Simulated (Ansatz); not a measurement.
`[NH2][Al]([SiH3])[CH2][SiH3]` + `O[SiH2]O` → `O[SiH2]OC[SiH3]` + `[NH2][AlH][SiH3]`  (substitution at a C–Al bond)

Calculated with Ansatz (gas phase, PBE0-D4/def2-TZVP geometries, no zero-point term in ΔE). CCSD(T)/CBS adds triple-zeta CCSD(T) − MP2 to the extrapolated MP2 energy (def2 sets, frozen cores). Each species was taken in one conformer, which may not be the lowest.

```
                       species  SCS-MP2/def2-QZVPP energy (Eh)
`[NH2][Al]([SiH3])[CH2][SiH3]`                      -918.87522
                    `O[SiH2]O`                      -441.85032
             `O[SiH2]OC[SiH3]`                      -771.31259
            `[NH2][AlH][SiH3]`                      -589.36080
```

(1) Work out ΔE.

Largest T1 diagnostic among the species: 0.013.

Answers

(1) ΔE = (-771.31259) + (-589.36080) − (-918.87522) − (-441.85032) = 0.05215 Eh = +136.9 kJ/mol. CCSD(T)/CBS gives +138.4 kJ/mol.

From PBE to PBE0 (25 % exact exchange), in def2-TZVPP and without D4, ΔE moves by +3.6 kJ/mol. In def2-TZVPP, CCSD(T) changes the Hartree–Fock value by +17.6 kJ/mol (the triples alone add +1.8 kJ/mol) and MP2 by +27.6 kJ/mol.
